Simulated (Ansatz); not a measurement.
Isolated molecules relaxed with PBE0-D4/def2-TZVP in Ansatz; ΔE leaves out vibrations. CCSD(T)/CBS adds triple-zeta CCSD(T) − MP2 to the extrapolated MP2 energy (def2 sets, frozen cores). This one scheme is used for every species. For Se outer-core shells are correlated without core-valence functions, which leaves a few kJ/mol of doubt a bond. Scalar relativity is left out up to krypton. One conformer a species, not always the lowest.

Consider the formal exchange of groups at a B–Se bond: `OCOB[SeH]` + CH₄ → `CBOCO` + H₂Se.

`OCOB[SeH]`:

Z-matrix (Å, degrees):
```
C
O 1 1.416
O 1 1.376 2 109.7
H 1 1.093 2 109.8 3 117.0
H 1 1.098 2 108.1 3 -122.9
B 2 1.343 1 125.0 3 -174.3
H 3 0.962 1 108.8 2 -63.6
Se 6 1.951 2 127.6 1 0.3
H 6 1.194 2 118.1 1 -179.5
H 8 1.468 6 99.0 2 -0.1
```

CH₄:

Cartesian coordinates in Å:
```
C 0.000 0.000 0.000
H 0.592 0.480 0.779
H 0.654 -0.312 -0.814
H -0.741 0.704 -0.379
H -0.506 -0.872 0.413
```

`CBOCO`:

Cartesian coordinates in Å:
```
C -0.414 -1.816 1.020
B 0.273 -0.497 0.554
O -0.442 0.424 -0.136
C 0.163 1.595 -0.638
O 0.461 1.468 -1.985
H 0.108 -2.677 0.586
H -1.470 -1.877 0.751
H -0.317 -1.935 2.104
H 1.429 -0.255 0.795
H 1.110 1.784 -0.126
H -0.542 2.412 -0.450
H -0.362 1.373 -2.473
```

H₂Se:

```xyz
3

Se    0.657    0.074   -0.177
H    -0.294    0.878    0.598
H    -0.363   -0.952   -0.421
```

```tsv
species	HF/def2-QZVPP energy (Eh)
`OCOB[SeH]`	-2615.23955
CH₄	-40.21664
`CBOCO`	-254.38628
H₂Se	-2401.05204
```

(1) Work out ΔE.

Largest T1 diagnostic among the species: 0.012.

## Answers

(1) ΔE = (-254.38628) + (-2401.05204) − (-2615.23955) − (-40.21664) = 0.01787 Eh = +46.9 kJ/mol. CCSD(T)/CBS gives +60.2 kJ/mol.

In def2-TZVPP, CCSD(T) changes the Hartree–Fock value by +11.0 kJ/mol (the triples alone add +3.3 kJ/mol) and MP2 by +16.4 kJ/mol. The D4 term adds +5.0 kJ/mol with B3LYP and +2.5 kJ/mol with PBE0; it sums over pairs of atoms, weighted by their polarisabilities, and B3LYP, whose exchange is more repulsive, gets the larger term.

B3LYP here is the variant with VWN-RPA as its local correlation; programs differ in this.
